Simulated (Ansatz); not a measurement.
Two members of one family ((SnF2)n off), computed with Ansatz in the gas phase; def2 core potentials for Sn, no spin–orbit coupling. The two geometries come from different levels. HOMO and LUMO are taken over both spins. Binding counts from free atoms in the multiplicity of their measured ground term, without zero-point energy. The structures are stationary points that may keep the symmetry of their start.

First: Sn2F3 (doublet, charge 0, PBE0-D4/def2-SVP geometry).

Cartesian coordinates in Å:
```
Sn 1.8661 0.5281 0.7505
Sn -1.0718 -0.8718 -0.4190
F -0.0565 -0.2894 1.3675
F 0.9119 -0.3402 -1.0050
F -1.6497 0.9732 -0.6940
```

| level | HOMO (eV) | LUMO (eV) | gap (eV) | binding per atom (eV) |
| --- | --- | --- | --- | --- |
| PBE-D4/def2-SVP | -3.61 | -2.74 | 0.87 | 3.55 |
| PBE-D4/def2-TZVP | -3.74 | -2.95 | 0.80 | 3.55 |
| r2SCAN-D4/def2-TZVP | -4.09 | -2.78 | 1.30 | 3.44 |
| PBE0-D4/def2-SVP | -4.65 | -1.99 | 2.66 | 3.31 |
| PBE0-D4/def2-TZVP | -4.75 | -2.20 | 2.55 | 3.33 |

Second: Sn3F5 (doublet, charge 0, r2SCAN-D4/def2-SVP geometry).

```xyz
8

Sn    1.8671    0.6518   -0.0153
Sn   -0.8662   -0.8072    1.4287
Sn   -0.5289   -0.1184   -1.9018
F    -0.7791   -1.8162   -0.4634
F     0.4712    1.7571   -1.3148
F     0.2906    1.0694    1.3518
F     1.2258   -1.1727    1.1154
F    -1.6804    0.4362   -0.2006
```

**Question.** Estimate how these quantities change from the first to the second (second minus first).

**Answer.** 
```
              level  Δ HOMO (eV)  Δ LUMO (eV)  Δ gap (eV)  Δ binding per atom (eV)
    PBE-D4/def2-SVP        -0.63        -0.71       -0.08                     0.25
   PBE-D4/def2-TZVP        -0.66        -0.60        0.06                     0.20
r2SCAN-D4/def2-TZVP        -0.66        -0.60        0.06                     0.20
   PBE0-D4/def2-SVP        -0.56        -0.82       -0.26                     0.22
  PBE0-D4/def2-TZVP        -0.58        -0.67       -0.09                     0.18
```
